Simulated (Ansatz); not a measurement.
`CN[SiH](C)O` → `C[Si](C)(N)O`  (isomerisation)

Program: Ansatz. Geometries: PBE0-D4/def2-TZVP. ΔE: electronic, gas phase. CCSD(T)/CBS is the MP2 limit (def2-TZVPP, def2-QZVPP) plus CCSD(T) − MP2 in def2-TZVPP, frozen cores. DFT in def2-TZVPP. B3LYP here is the variant with VWN-RPA as its local correlation; programs differ in this. Each species was taken in one conformer, which may not be the lowest.

```tsv
level	ΔE (eV)
PBE-D4	-0.88
PBE0-D4	-0.89
B3LYP-D4	-0.86
ωB97X-V	-0.87
PBE	-0.87
r2SCAN	-0.94
HF/def2-TZVPP	-0.81
CCSD(T)/def2-TZVPP	-0.89
```

What does CCSD(T)/CBS give? (Best estimate.)

Computed: -0.92 eV. The listed levels differ from it by 0.04, 0.03, 0.06, 0.05, 0.05, -0.02, 0.11, 0.03 eV.

Largest T1 diagnostic among the species: 0.010.

In def2-TZVPP, CCSD(T) changes the Hartree–Fock value by −0.09 eV (the triples alone add −0.01 eV) and MP2 by −0.12 eV.
